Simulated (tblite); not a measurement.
C6H7FNS (doublet state).
Atom-mapped SMILES: `[CH2:1]=[CH:2]/[N:3]=[C:4]1/[CH2:5][C@@H:6]([F:7])[C@H:8]1[S:9]` (hydrogens: H10, H11 on C1; H12 on C2; H13, H14 on C5; H15 on C6; H16 on C8)

Computed geometry: GFN2-xTB, gas phase. This method treats the open shell by occupation alone, without spin polarisation.

**Question.** List the bond lengths, angles and torsions at this level.

**Answer.** 
```tsv
bond	length (Å)
C1=C2	1.328
C2–N3	1.375
N3=C4	1.247
C4–C5	1.495
C5–C6	1.539
C6–F7	1.362
C6–C8	1.550
C8–S9	1.780
C4–C8	1.534
C1–H10	1.074
C1–H11	1.076
C2–H12	1.090
C5–H13	1.088
C5–H14	1.090
C6–H15	1.094
C8–H16	1.092
```

A selection of angles:
```tsv
angle	degrees
C2–C1–H10	121.3
C2–C1–H11	120.9
H10–C1–H11	117.7
C1–C2–N3	121.3
C1–C2–H12	122.0
N3–C2–H12	116.6
C2–N3–C4	125.3
N3–C4–C5	132.4
N3–C4–C8	134.8
C5–C4–C8	92.8
C4–C5–C6	89.3
C4–C5–H13	115.6
C4–C5–H14	112.9
C6–C5–H13	116.3
C6–C5–H14	112.7
H13–C5–H14	109.1
C5–C6–F7	113.9
C5–C6–C8	90.5
C5–C6–H15	115.8
F7–C6–C8	115.6
F7–C6–H15	106.8
C8–C6–H15	114.0
C6–C8–S9	118.8
C6–C8–H16	114.3
S9–C8–H16	108.6
C4–C8–C6	87.4
C4–C8–S9	112.8
C4–C8–H16	113.7
```

Dihedral angles: C1–C2–N3–C4 -156° (antiperiplanar); C2–N3–C4–C5 -173° (antiperiplanar); N3–C4–C5–C6 -178° (antiperiplanar); C4–C5–C6–F7 -121° (anticlinal); C5–C6–C8–S9 -113° (anticlinal); N3–C4–C8–C6 178° (antiperiplanar).

The 5 C–C bonds span 1.328 Å (C1=C2, drawn double) to 1.550 Å (C6–C8, drawn single), a spread of 0.222 Å. Of the pairs four or more bonds apart, S9···H12 is among the closest relative to their van der Waals radii: 2.75 Å, 92 % of the sum of Bondi's values. C4 (carbon bonded to 2 C and N) is planar (angles 134.8°, 132.4° and 92.8°, sum 360.0°, 0.00 Å off the plane of its three neighbours). The 2 C–N bonds span 1.247 Å (N3=C4, drawn double) to 1.375 Å (C2–N3, drawn single), a spread of 0.128 Å. C1 (carbon bonded to C and 2 H) is planar (angles 121.3°, 120.9° and 117.7°, sum 360.0°, 0.01 Å off the plane of its three neighbours). C2 (carbon bonded to C, N and H) is planar (angles 122.0°, 121.3° and 116.6°, sum 360.0°, 0.02 Å off the plane of its three neighbours). The 4-membered ring C4–C5–C6–C8 has internal angles of 87.4° to 92.8° (sum 360°, against 360° for a flat polygon); it is almost planar, 0.02 Å rms from its mean plane, widest ring torsion 2°.

Point group: C1 (no symmetry element, even within 0.4 Å). Its GFN2-xTB frequencies are all real (lowest 24 cm⁻¹). 3 starts were optimised and ended at 0.00, 0.02 and 0.28 kcal/mol (GFN2-xTB); the lowest of these is shown.

Hardware: an Intel Xeon Platinum 8488C with one thread, no GPU (shared host). Cost: 1.3 s of wall time. This is the geometry optimisation.

One conformer stands for the species.
